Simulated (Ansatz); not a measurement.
Input file for `C[N](C)[Mg][N](C)C`:

```yaml
crystal:
  periodic: [false, false, false]
  atoms:
    - {symbol: C, position_ang: [2.907626, -0.431342, -0.330819]}
    - {symbol: N, position_ang: [1.663236, -0.873016, 0.239663]}
    - {symbol: C, position_ang: [1.858704, -2.068841, 1.014688]}
    - {symbol: Mg, position_ang: [-0.002174, -0.000215, 0.002788]}
    - {symbol: N, position_ang: [-1.667654, 0.872568, -0.233660]}
    - {symbol: C, position_ang: [-2.596884, 0.589947, -1.294645]}
    - {symbol: C, position_ang: [-2.178271, 1.909330, 0.622650]}
    - {symbol: H, position_ang: [3.666379, -0.206165, 0.438907]}
    - {symbol: H, position_ang: [3.356506, -1.188358, -0.997392]}
    - {symbol: H, position_ang: [2.778259, 0.479753, -0.925985]}
    - {symbol: H, position_ang: [2.258996, -2.901083, 0.409666]}
    - {symbol: H, position_ang: [2.569553, -1.919330, 1.846102]}
    - {symbol: H, position_ang: [0.920271, -2.420682, 1.458082]}
    - {symbol: H, position_ang: [-2.224268, -0.198355, -1.958565]}
    - {symbol: H, position_ang: [-3.577505, 0.252729, -0.915758]}
    - {symbol: H, position_ang: [-2.795029, 1.473544, -1.926215]}
    - {symbol: H, position_ang: [-1.483033, 2.138454, 1.438244]}
    - {symbol: H, position_ang: [-2.356722, 2.853547, 0.079034]}
    - {symbol: H, position_ang: [-3.139888, 1.633214, 1.089514]}
basis:
  gaussian: {orbitals: def2-SVP}
correlation: {method: ccsd_t}
```

```sh
$ ansatz run in.yaml --threads 2 --pin off --events-out ev --progress --plain --max-ram 20480MiB --backend cuda --devices 0, --max-vram 18GiB
```

The program prints (abridged):

```
Functional definition: HF
1642 factors; integrals over basis functions are off by at most 1.5e-3 eV
mean field evaluation 1: about -12693.7736 eV, gradient 4.4e1 eV
mean field evaluation 2: about -12694.0161 eV, gradient 4.4e1 eV
mean field evaluation 4: about -12699.1914 eV, gradient 5.2e0 eV
mean field evaluation 8: about -12699.2899 eV, gradient 1.1e-1 eV
mean field -12699.29003508 eV, -466.6903009013 hartree, gradient 2.7e-6 eV, S^2 0.000000; 0 other end points of the search recorded, 0 dependent functions left out
7 core orbitals not correlated: weight in the atoms' cores, before any rotation towards them, 1.000 or more for the frozen orbitals, at most 0.000 for the correlated occupied ones
reference -12699.29003508 eV, -466.6903009013 hartree; 24, 24 occupied and 131, 131 virtual orbitals, 1642 factors
second order -26.12418495 eV of doubles, -0.00000000 eV of singles
cycle   1  -27.31615250 eV  change    -1.2e0 eV  update   1.2e-1
cycle   2  -28.04052584 eV  change   -7.2e-1 eV  update   3.4e-2
cycle   3  -28.20806529 eV  change   -1.7e-1 eV  update   2.0e-2
cycle   4  -28.20450519 eV  change    3.6e-3 eV  update   6.7e-3
cycle   5  -28.20274836 eV  change    1.8e-3 eV  update   3.5e-3
cycle   6  -28.20270453 eV  change    4.4e-5 eV  update   1.1e-3
cycle   7  -28.20202815 eV  change    6.8e-4 eV  update   4.1e-4
cycle   8  -28.20198478 eV  change    4.3e-5 eV  update   1.3e-4
cycle   9  -28.20201080 eV  change   -2.6e-5 eV  update   4.4e-5
perturbative correction -0.83120725 eV, -0.0305463031 hartree
Total energy: -12728.32325314 eV, -467.7572519854 hartree
```

Run time 3.6 s (2 threads of an AMD EPYC 7R13 on a shared host and a share of an NVIDIA H100 80 GB); peak host memory 0.79 GiB.

The correlation energy is -29.033 eV, 2.9 % of it from (T); the T1 diagnostic reads 0.0119.
